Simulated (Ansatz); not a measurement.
A trace of molecular dynamics of a periodic cell of 37 atoms, H$_{26}$C$_{8}$O$_{3}$ (contents 2 CH4 + 3 CH3CH2OH, density as packed 0.85 g/cm³ with natural masses).

Method: Ansatz, DFT PBE-D3(BJ), scalar-relativistic, plane waves, PAW. Settings: accuracy low, cutoff 420 eV, k mesh 1x1x1, fermi-dirac smearing 0.05 eV, no spin polarisation.

* ensemble: NVE (velocity Verlet)
* starting velocities drawn for: 700 K
* seed: 963279

```csv
time (fs),T (K),potential energy less start (eV),conserved less start (meV/atom)
0.0,700,0.000,0.00
10.0,1652653,125.585,211154.58
20.0,21714993,72.646,2732893.77
30.0,22074634,77.775,2778263.07
40.0,22011051,81.783,2770374.79
50.0,24560645,141.167,3092633.30
60.0,28706758,211.029,3615963.50
70.0,36667253,99.104,4614102.04
80.0,38184431,109.725,4805199.21
```

Is this trajectory sound?

The conserved energy changed by up to 4.8e+06 meV per atom, so the integration failed: the time step of 5 fs is too long for the fastest motions that this run met, and the later frames carry no physical meaning.

Time of the run: 20 min on 1 thread of Intel(R) Xeon(R) Platinum 8259CL CPU @ 2.50GHz (Skylake/Cascade Lake) (shared host), peak memory 0.48 GiB.
